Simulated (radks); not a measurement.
Problem. Method: non-relativistic Kohn-Sham, r2SCAN, spin-unpolarised, spherical densities, point nucleus; meta-GGA in the generalised Kohn-Sham scheme; computed with a radial shooting solver on a logarithmic mesh with Libxc functionals. Each species is in its NIST ground configuration. Rank Pt3+, Ni3+, Pd3+ by mean radius of the outermost orbital (bohr), largest first.

Solution. Pt3+ 1.46, Pd3+ 1.29, Ni3+ 0.889.
